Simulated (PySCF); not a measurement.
**Excitation energy of Co²⁺ by level of theory**

Co²⁺ [Ar] 3d7 (4F) → Co²⁺ [Ar] 3d6 4s1, s spin flipped, as a difference of total energies. Computed with PySCF 2.14 in x2c-TZVPPall, with the spin-free X2C one-electron Hamiltonian (Gaussian nucleus). Correlated levels: valence and next inner shell: [Ne] frozen. The calculations carry no spin-orbit coupling.

| method | excitation energy (eV) |
| --- | --- |
| UHF | 5.388 |
| MP2 (valence and next inner shell) | 6.847 |
| SCS-MP2 (valence and next inner shell) | 6.866 |

Q: How much does correlation contribute at MP2 (valence and next inner shell)?

A: 6.847 − (5.388) = 1.459 eV, measured against UHF.

The upper determinant mixes two multiplicities, so it lies between the two terms.

The basis was made for the ground configuration and has no added diffuse functions, so the excitation energy can come out too high.
